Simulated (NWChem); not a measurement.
## Plane-wave run on BeBr$_{2}$ (CdI2 type)

```xyz
3
Lattice="3.2951 0.0000 0.0000 -1.6476 2.8537 0.0000 0.0000 0.0000 5.3157" Properties=species:S:1:pos:R:3 pbc="T T T"
Be     0.0000     0.0000     0.0000
Br     0.0000     1.9024     1.3396
Br     1.6476     0.9512     3.9761
```

The numbers come from NWChem runs, not from measurements. Origin of the cell: lattice set by a structure generator, not relaxed at this level; this structure type may not be the compound's usual one.

Norm-conserving pseudopotentials with valence charges Be 2, Br 7, fixed occupations, no spin-orbit coupling, density cut at twice the wavefunction cutoff.

The filled d shells of Br are in the core.

Level: LDA (Vosko), default library, cutoff 30 Ha, density from a 3×3×3 mesh. Bands run along Γ–M–K–Γ–A–L–H–A with k in units of the cell's reciprocal vectors.

**Question.** What gap does the band structure show, and how wide is the group of occupied bands?

**Answer.** It shows an indirect gap along this path of 3.85 eV from Γ to K (smallest direct gap on this path 4.79 eV). The 8 occupied bands reach 16.7 eV below the valence-band top.
